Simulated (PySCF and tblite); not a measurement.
Values are calculated unless marked as measured or tabulated.
## Dynamics report: rotation

System: C6H8O3, numbered as in [CH2:1]=[CH:2]/[C:3]([OH:4])=[CH:5]\[C:6](=[O:7])[O:8][CH3:9].

Motion: rotation about the C2–C3 bond (torsion C1–C2–C3–O4 from 0° to 180°, rising). Geometries: GFN2-xTB; energies: PBE0/pcSseg-1 + D3(BJ), IEF-PCM cyclohexane; zero-point and thermal terms from GFN2-xTB harmonic modes (soft modes blended into free rotors). Rate constants are transition-state-theory values, counting equivalent paths, without tunnelling. (PySCF 2.14 with density fitting, tblite 0.8.)

| point | symmetry | E(GFN2) kcal/mol | E(DFT) kcal/mol | ZPE change kcal/mol | lowest mode cm⁻¹ | dipole D |
| --- | --- | --- | --- | --- | --- | --- |
| start | Cs | 0.0 | 0.0 | 0.00 | 50 | 2.32 |
| saddle | C1 | 4.5 | 8.0 | -0.40 | 92i | 2.21 |
| end | Cs | 3.2 | 5.0 | 0.09 | 44 | 1.93 |

| Item | Value |
| --- | --- |
| Electronic barrier | 8.0 kcal/mol |
| Barrier with zero-point energy | 7.6 kcal/mol |
| ΔH‡ (298 K) | 7.3 kcal/mol |
| ΔS‡ (298 K, symmetry apart) | -2.3 cal/(mol K) |
| Paths | 2 equivalent paths |
| End point | a different minimum |
| Mean lifetime of the start against this motion at 298 K | 56 ns |
| Cost | 49 s on 1 thread of AMD EPYC 9R45 96-Core, shared host (rough), peak memory 1 GiB, launched as `OMP_NUM_THREADS=1 python ens_run.py task.json out` |

```csv
T/K,ΔG‡ kcal/mol,k s⁻¹,ΔG kcal/mol,k back s⁻¹
200,7.8,2.6×10⁴,5.0,8.2×10⁹
250,7.9,1.4×10⁶,5.0,3.6×10¹⁰
298,8.0,1.8×10⁷,5.1,9.4×10¹⁰
350,8.1,1.3×10⁸,5.1,2×10¹¹
400,8.2,5.5×10⁸,5.1,3.5×10¹¹
```

ΔG and ΔG‡ leave out symmetry numbers and mirror images; rates count paths: 2 out, 2 back.
